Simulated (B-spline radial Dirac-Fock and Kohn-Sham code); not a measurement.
What relativity does to the binding energies of Ho⁴³⁺

System: the Ho⁴³⁺ ion, configuration [Ar] 3d6.

Both columns are ΔSCF binding energies of the configuration average from a radial finite-basis atomic code: non-relativistic Hartree-Fock with a point nucleus, and Dirac-Fock with a finite nucleus and the Coulomb interaction alone, averaged over the two j levels with weights 2j+1.

```csv
shell,Hartree-Fock (eV),Dirac-Fock (eV),shift (eV),shift (%)
1s,54563.9,58247.3,+3683.44,+6.75
2s,10758.1,11743.0,+984.96,+9.16
2p,10362.4,10698.7,+336.30,+3.25
3s,3942.7,4212.4,+269.71,+6.84
3p,3769.4,3880.4,+111.05,+2.95
3d,3490.9,3495.4,+4.49,+0.13
```

Relativity binds 1s, 2s, 2p, 3s, 3p, 3d more strongly, among those listed most of all 2s in relative terms.

Values without a named source are computed, but for edge energies of neutral atoms, which are taken from tables.
